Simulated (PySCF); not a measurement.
## UHF on As (arsenic, neutral)

Configuration: [Ar] 3d10 4s2 4p3, high-spin 4S determinant. All numbers are calculated (PySCF 2.14, the non-relativistic Hamiltonian (point nucleus), in def2-TZVP (6s5p4d1f, 48 functions)).

```json
{
 "Total energy": "-2234.194168 hartree",
 "One-electron energy": "-3114.7740 hartree",
 "Hartree (Coulomb) energy": "962.0969 hartree",
 "Exchange energy": "-81.5170 hartree",
 "Kinetic energy": "2234.16405 hartree",
 "⟨S²⟩": "3.7509",
 "⟨L²⟩": "0.000",
 "Sum of ⟨r⟩": "24.75 bohr",
 "Sum of ⟨r²⟩": "40.79 bohr²",
 "Density at the nucleus (Gaussians lack the cusp)": "24000 bohr⁻³",
 "Spin density at the nucleus": "-0.667 bohr⁻³",
 "Langevin diamagnetic susceptibility": "-32.3 ×10⁻⁶ cm³/mol",
 "Time after the integrals": "0.13 s of wall time on 1 thread of Neoverse-V2 (shared host)"
}
```

| shell | electrons | mean orbital energy (eV) | rms radius, mean of both spins (bohr) |
| --- | --- | --- | --- |
| 1s α | 1 | -11771.3 | 0.0537 |
| 1s β | 1 | -11771.1 | 0.0537 |
| 2s α | 1 | -1532.3 | 0.224 |
| 2s β | 1 | -1532.2 | 0.224 |
| 2p α | 3 | -1364.8 | 0.198 |
| 2p β | 3 | -1364.6 | 0.198 |
| 3s α | 1 | -218.66 | 0.650 |
| 3s β | 1 | -218.27 | 0.650 |
| 3p α | 3 | -160.27 | 0.671 |
| 3p β | 3 | -159.72 | 0.671 |
| 3d α | 5 | -57.571 | 0.747 |
| 3d β | 5 | -57.305 | 0.747 |
| 4s α | 1 | -22.153 | 2.18 |
| 4s β | 1 | -15.106 | 2.18 |
| 4p α | 3 | -10.039 | 2.70 |
